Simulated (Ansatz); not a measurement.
Basis sets compared for AsMe3 (C3H9As). The state is a singlet with charge 0. Geometry B3LYP-D4/def2-SVP. Ansatz on 2 threads of Intel Xeon Platinum 8375C on a shared host; times are rough, and most runs start from earlier orbitals.

```xyz
13

As   -0.777   -0.074   -0.701
C     0.768    1.124   -1.041
H     1.267    0.821   -1.974
H     1.495    1.089   -0.214
H     0.409    2.157   -1.163
C     0.278   -1.679   -0.201
H     1.052   -1.437    0.543
H     0.758   -2.095   -1.100
H    -0.396   -2.444    0.215
C    -1.151    0.545    1.147
H    -1.881   -0.130    1.618
H    -1.587    1.555    1.113
H    -0.234    0.568    1.758
```

Binding counts from free atoms (As quartet, C triplet, H doublet) in the same basis, without a counterpoise term.

```csv
level,functions,energy (Eh),HOMO (eV),LUMO (eV),binding per atom (eV),wall time
HF/STO-3G,42,-2326.7753,-6.91,10.99,3.59,0.3 s
HF/def2-TZVP,195,-2353.0864,-8.95,3.64,2.76,2 s
PBE-D4/def2-SVP,119,-2354.7421,-5.37,0.60,3.78,1.5 s
PBE-D4/def2-TZVP (with forces),195,-2355.1542,-5.45,0.26,3.77,3.1 s
r2SCAN-D4/def2-TZVP,195,-2355.5741,-5.68,0.61,3.72,3.9 s
PBE0-D4/def2-SVP,119,-2354.8361,-6.48,1.46,3.74,1.9 s
PBE0-D4/def2-TZVP,195,-2355.2431,-6.52,1.10,3.72,3.5 s
```

Task: Estimate the rows for PBE-D4/def2-TZVPD, r2SCAN-D4/def2-TZVPD, PBE0-D4/def2-TZVPD.

Result: 
```
               level  functions  energy (Eh)  HOMO (eV)  LUMO (eV)  binding per atom (eV)  wall time
   PBE-D4/def2-TZVPD        246   -2355.1553      -5.50      -0.26                   3.77      3.7 s
r2SCAN-D4/def2-TZVPD        246   -2355.5750      -5.70       0.35                   3.72        7 s
  PBE0-D4/def2-TZVPD        246   -2355.2441      -6.55       0.36                   3.72      5.5 s
```
